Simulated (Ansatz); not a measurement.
Relaxation of AlH5OSi2 (9 atoms, charge 0, multiplicity 1), to a largest force component of 0.02 eV/Å in at most 40 steps.

These are results of Ansatz 0.2.0, RHF/def2-SVP, not measurements.

```xyz
9
Properties=species:S:1:pos:R:3
Si -0.667 0.874 -1.140
Si 0.129 -0.845 -0.072
O 1.703 -0.480 0.456
Al 0.937 -0.405 2.083
H -2.099 0.623 -1.565
H -0.691 2.107 -0.266
H 0.119 1.195 -2.345
H 0.166 -2.139 -0.737
H 0.492 -0.977 3.570
```

**Question.** Where does it end, and by what steps?

**Answer.** It converged. After 9 steps the energy has fallen by 1.366 eV; H9 moved furthest, 0.55 Å.

```tsv
step	energy less start (eV)	largest force component (eV/Å)	accepted
0	0.0000	2.566	yes
1	-0.9097	1.474	yes
2	-1.2599	0.841	yes
3	-1.3379	0.836	yes
4	-1.3470	0.333	yes
5	-1.3552	0.248	yes
6	-1.3641	0.213	yes
7	-1.3653	0.050	yes
8	-1.3646	0.064	no
9	-1.3655	0.006	yes
```

```xyz
9
Properties=species:S:1:pos:R:3
Si -0.720 0.970 -1.273
Si 0.138 -0.840 -0.019
O 1.592 -0.521 0.800
Al 0.657 -0.838 2.216
H -2.102 0.648 -1.712
H -0.762 2.190 -0.428
H 0.106 1.252 -2.475
H 0.185 -2.055 -0.871
H 0.994 -0.852 3.745
```

Whether the end is a true minimum wasn't checked by a vibrational analysis.

Time of the run: 16 s on 1 thread of Arm Neoverse V2, with other jobs on the host, peak memory 0.15 GiB.
